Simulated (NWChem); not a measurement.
Molecule: C3H3ClF2; SMILES FC(C(Cl)=C)F

```xyz
9

C     -1.6877    -0.2716    -0.5012
C     -0.4123    -0.3078    -0.1316
Cl     0.5188    -1.7927    -0.0984
C      0.3834     0.8959     0.3143
F     -0.4135     2.0025     0.3039
F      1.4226     1.1150    -0.5417
H     -2.2189     0.6734    -0.4954
H     -2.2209    -1.1632    -0.8108
H      0.7956     0.7739     1.3221
```
Atoms are numbered in this order, from 1.

All runs: NWChem. Pople sets run with spherical d functions. Geometry: optimised at B3LYP/6-31G* (spherical d). Level: B3LYP/6-31G* with SMD (1 M gas to 1 M solution), gas-phase geometry.

For solvent water:

```yaml
solvation free energy (kcal/mol): 0.2
cavity-dispersion-structure term (kcal/mol): 4.1
dipole in solution (D): 2.07
```

Q: How do the values read with solvent toluene instead?

A: solvation free energy (kcal/mol): -2.9
cavity-dispersion-structure term (kcal/mol): -0.7
dipole in solution (D): 1.84
